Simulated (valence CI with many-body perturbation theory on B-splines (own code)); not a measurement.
The numbers below are computed, except where a source is named.
**Os43+: input, log and results**

Method: relativistic CI+MBPT: five valence electrons over a frozen Dirac-Fock core [Ar] 3d10, radial functions for each j: 9 s, 9 p, 8 d, 6 f, 3 g, 1 h, with the one-electron correlation potential Σ1 (screened to all orders), the two-electron term Σ2, the three-electron term Σ3, Breit, model QED; selected single and double excitations, second order for the rest (own B-spline code, finite nucleus).

Command, and the settings that its task file holds:

```sh
python run_cv.py task.json out
```

```
atom Os  Z=76  mass_number=192  rms_radius_fm=5.4126
core [Ar] 3d10
valence 4s2 4p3
avg = 1
basis = M
breit = 1
cap = 40000
capref = 1200
cscale = 1
de = 0.0
dress = 0
eps = 2e-08
h = 0.27
hh = 1
l2 = 3
lcore = 6
maxit = 60
n2 = 5
natural = 1
nlev = 45
nno = [5, 5, 5, 4, 2, 1]
nroot = 26
nsp = [4, 4, 3, 2, 1, 0]
pt2 = 1
qed = 1
rpa = 1
s1 = 1
s2 = 1
s3 = 1
screen = 1
tol = 2e-05
```

It took 4.4 min on 1 thread of Arm Neoverse V1 (shared host).

Log. The first blocks belong to the next ion, which gives the ionisation energy. Fields: 2J, parity (1 odd), roots, reference size, generating configurations, candidates as configurations/state functions, variational space P, stored matrix elements, Davidson steps; e2 is the range of second-order energies in hartree. The first line gives the box (bohr), its intervals, the orbitals and the steps of their self-consistent field. Window is the range of levels sought, series limit the energy at which the first omitted orbital would enter, core excitation an estimate of the first excitation out of the core, left out the lowest levels not solved, and shifts from estimates the range by which levels moved from their first estimate, all in cm⁻¹.

```
rmax 3.4 intervals 57 orbitals 63 references ['4s2 4p3', '4s 4p4', '4s2 4p2 4d', '4p5', '4s 4p3 4d'] scf 4 t 1.0
2J=0 par=0 roots 2 ref 22 generators 6 cand 7449/11757 P 1925/2724 nnz 9.2e+05 it 5
2J=0 par=0 roots 2 ref 22 generators 9 cand 10172/19205 P 2739/4045 nnz 1.5e+06 it 5
   second order: generators 23 cand 19414/36995 e2 -0.00003 -0.00002
reference levels 621, estimated 160, window 3220318 1/cm; series limit 11274322, core excitation 13781453
2J=3 par=1 roots 8 ref 39 generators 21 cand 34343/357249 P 1868/7999 nnz 5.5e+06 it 8
2J=3 par=1 roots 8 ref 39 generators 39 cand 45643/583445 P 6998/39996 nnz 9.4e+07 it 9
   second order: generators 59 cand 52433/817751 e2 -0.00111 -0.00013
2J=5 par=1 roots 6 ref 39 generators 16 cand 35741/470816 P 1620/7990 nnz 5.9e+06 it 6
2J=5 par=1 roots 6 ref 39 generators 37 cand 48095/796157 P 6238/39967 nnz 9.8e+07 it 7
   second order: generators 53 cand 57605/1083011 e2 -0.00147 -0.00051
2J=1 par=1 roots 5 ref 24 generators 17 cand 33232/214099 P 2481/7997 nnz 4.9e+06 it 5
2J=1 par=1 roots 5 ref 24 generators 31 cand 42122/313563 P 9512/39985 nnz 8.1e+07 it 7
   second order: generators 46 cand 44272/390364 e2 -0.00026 -0.00007
2J=3 par=0 roots 11 ref 99 generators 22 cand 35325/407632 P 1778/7990 nnz 5.7e+06 it 8
2J=3 par=0 roots 11 ref 99 generators 39 cand 47490/642561 P 6720/39998 nnz 9.9e+07 it 8
   second order: generators 65 cand 54319/855708 e2 -0.00096 -0.00044
2J=5 par=0 roots 10 ref 111 generators 21 cand 37410/526610 P 1673/8000 nnz 5.8e+06 it 8
2J=5 par=0 roots 10 ref 111 generators 38 cand 47319/787357 P 6096/39980 nnz 1e+08 it 10
   second order: generators 62 cand 55520/1123065 e2 -0.00119 -0.00065
2J=1 par=0 roots 8 ref 59 generators 22 cand 35529/264330 P 2532/8000 nnz 5.1e+06 it 7
2J=1 par=0 roots 8 ref 59 generators 35 cand 43186/342767 P 9453/39995 nnz 8.8e+07 it 8
   second order: generators 57 cand 47591/433179 e2 -0.00018 -0.00008
2J=7 par=0 roots 6 ref 93 generators 18 cand 35097/475533 P 1540/7978 nnz 5.9e+06 it 5
2J=7 par=0 roots 6 ref 93 generators 38 cand 49218/936265 P 5609/39988 nnz 1e+08 it 7
   second order: generators 55 cand 55198/1123377 e2 -0.00263 -0.00066
2J=9 par=0 roots 3 ref 64 generators 15 cand 31666/409263 P 1728/7998 nnz 6e+06 it 5
2J=9 par=0 roots 3 ref 64 generators 31 cand 47221/809546 P 6129/39989 nnz 1e+08 it 7
   second order: generators 48 cand 48824/945417 e2 -0.00135 -0.00040
2J=7 par=1 roots 5 ref 31 generators 15 cand 32619/416334 P 1594/7980 nnz 6e+06 it 8
2J=7 par=1 roots 5 ref 31 generators 33 cand 47492/839249 P 5824/40000 nnz 1e+08 it 9
   second order: generators 57 cand 61595/1283233 e2 -0.00208 -0.00072
2J=9 par=1 roots 2 ref 16 generators 10 cand 25919/316238 P 1627/7991 nnz 6.9e+06 it 6
2J=9 par=1 roots 2 ref 16 generators 21 cand 42302/727356 P 5859/39798 nnz 1e+08 it 7
   second order: generators 39 cand 48156/913669 e2 -0.00105 -0.00046
left out: unestimated 4636530, estimated 3468133, shifts from estimates -32 to 68
operators 2.5
```

The Davidson iterations converged.

The last digits are not significant, and no measured levels were compared; by estimate large intervals hold to a few tenths of a per cent, small ones and those within an open d or f shell to about a per cent. Among the levels kept, up to 270 cm⁻¹ of a level comes from second order outside the variational space, and about a tenth of that is noise between levels of different J, which matters for small intervals.

- Valence energy: -444.0565 hartree
- Ionisation energy: 2170.4 eV (NIST: 2168 ± 4 eV (theoretical))
- Reference configurations for the orbitals: 4s2 4p3, 4s 4p4, 4s2 4p2 4d, 4p5, 4s 4p3 4d
- Radial orbitals: 63
- Box radius: 3.394 bohr
- Largest variational space: 40000
- Lowest levels: (4s^2 4p1/2^2 4p3/2) J=3/2 0, (4s^2 4p1/2 4p3/2^2) J=3/2 835220, (4s^2 4p1/2 4p3/2^2) J=5/2 880960, (4s^2 4p1/2 4p3/2^2) J=1/2 938600, (4s^2 4p1/2^2 4d3/2) J=3/2 1299100, (4s^2 4p1/2^2 4d5/2) J=5/2 1525300, (4s 4p1/2^2 4p3/2^2) J=5/2 1686100, (4s^2 4p3/2^3) J=3/2 1782100, (4s 4p1/2^2 4p3/2^2) J=1/2 1794200, (4s 4p1/2^2 4p3/2^2) J=3/2 1810700, (4s^2 4p1/2 4p3/2 4d3/2) J=5/2 [a] 2129300, (4s^2 4p1/2 4p3/2 4d3/2) J=3/2 [a] 2132400, (4s^2 4p1/2 4p3/2 4d3/2) J=1/2 [a] 2134600, (4s^2 4p1/2 4p3/2 4d3/2) J=7/2 2175300 cm⁻¹

Levels are named by their leading jj configuration (3d3/2^4 stands for four electrons in 3d with j = 3/2), which in mixed levels can hold well under half, so a name can repeat and another be missing. Letters in brackets count levels of one name in rising energy.
